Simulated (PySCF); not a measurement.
## Gold: a sound run and one with changed settings

Sound run: Au⁺ [Xe] 4f14 5d10, Au²⁺ [Xe] 4f14 5d9. Computed with PySCF 2.14 in def2-TZVP with the def2 core potential (60 electrons), with a scalar-relativistic core potential. In the sound run the correlated levels freeze 5s2 5p6 outside the core potential. The sound run starts from symmetry-adapted Hartree-Fock orbitals and uses a fine grid where one is needed.

Changed run: all electrons correlated in a basis built for the valence shell.

| species | method | sound run (hartree) | changed run (hartree) | converged |
| --- | --- | --- | --- | --- |
| Au⁺ | MP2 | -134.74266 | -134.85090 | yes |
| Au²⁺ | MP2 | -133.98335 | -134.09231 | yes |

Ionisation energy of Au⁺:

```json
{"method": "UHF", "sound run (eV)": "19.053", "changed run (eV)": "19.053"}
{"method": "MP2", "sound run (eV)": "20.662", "changed run (eV)": "20.642"}
{"method": "SCS-MP2", "sound run (eV)": "20.511", "changed run (eV)": "20.450"}
```

A valence basis has no tight correlating functions, so it recovers only part of the core correlation, and not evenly between atom and ion.

For comparison, NIST gives 20.203 ± 0.025 eV between the lowest levels.
